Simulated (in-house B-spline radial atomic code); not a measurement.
# RPA and G0W0 on CAM-B3LYP: the fluorine ion F⁷⁺

Configuration 1s2, mean-field start CAM-B3LYP. Computed with an all-electron radial atomic-structure program (B-spline basis): all electrons, scalar-relativistic (spin-free one-electron X2C), finite nucleus, each spin shell either full or empty, empty states to l = 9 with an (l + 1/2)⁻⁴ tail; G0W0 by contour deformation at full frequency.

Command:
```bash
python run_gw.py task.json out
```
Settings (radii: box in bohr, nucleus in fm):
```
Z                        9
electrons                2
configuration            1s2
hamiltonian              x2c
method                   camb3lyp
lmax                     9
rms_radius               2.8976
spin_polarised           False
box_radius               8.41
intervals                68
ion_configuration        1s1
```

Time taken, with all properties: 1 s on 1 thread of Arm Neoverse V2, on a shared host.

Energies (hartree):

| term | value |
| --- | --- |
| mean-field total | -75.55238 |
| Hartree-Fock functional on these orbitals | -75.55974 |
| direct second order | -0.09338 |
| second-order exchange | 0.04669 |
| SOSEX correction | 0.045366 |

What is the RPA correlation energy, and what remains with SOSEX?

RPA gives -0.090729 hartree (-1.23 eV per electron); RPA + SOSEX gives -0.045364, and the second-order doubles -0.046689 hartree (no singles). SOSEX takes back 50 % of the RPA value, the self-correlation of each of the two electrons.

Quasi-particle levels (eV):

```csv
level,occupied,mean field,Σx - vxc,Σc,QP weight,G0W0
1s,yes,-913.79,-40.70,?,?,?
2s,no,-198.10,13.27,-0.22,1.000,-185.05
```

G0W0 = mean field + (Σx - vxc) + Σc, with Σc (partial-wave tail included) taken at the quasi-particle energy.

Where does G0W0 put 1s?

At -953.88 eV, with Σc = 0.60 eV and a quasi-particle weight of 0.996. The tabulated removal energy is 953.898 eV (NIST, tabulated theory).

What does it cost to remove one electron (to 1s1) by differences of total energies, each species on its own start (correlation terms add to the Hartree-Fock functional)?

CAM-B3LYP 953.68 eV, Hartree-Fock functional 952.84 eV, + RPA 954.69 eV, + RPA + SOSEX 954.08 eV, + second order 954.11 eV. Tabulated: 953.898 eV (NIST, tabulated theory).
